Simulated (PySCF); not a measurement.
**How methods differ on the excitation energy of Cr²⁺**

Cr²⁺ [Ar] 3d4 (5D) → Cr²⁺ [Ar] 3d3 4p1 (high-spin determinant), as a difference of total energies. Computed with PySCF 2.14 in x2c-TZVPPall, with the spin-free X2C one-electron Hamiltonian (Gaussian nucleus). Correlated levels: valence and next inner shell: [Ne] frozen. The calculations carry no spin-orbit coupling.

```tsv
method	excitation energy (cm⁻¹)
UHF	89018
MP2 (valence and next inner shell)	95745
SCS-MP2 (valence and next inner shell)	93294
CCSD (valence and next inner shell)	93755
CCSD(T) (valence and next inner shell)	93727
```

A first-order spin-orbit estimate (lowest level to lowest level, LS coupling) adds -0.051 eV.

The basis was made for the ground configuration and has no added diffuse functions, so the excitation energy can come out too high.

The determinant of the upper state mixes LS terms, which raises its energy above the lowest term, most at the Hartree-Fock and MP2 levels.
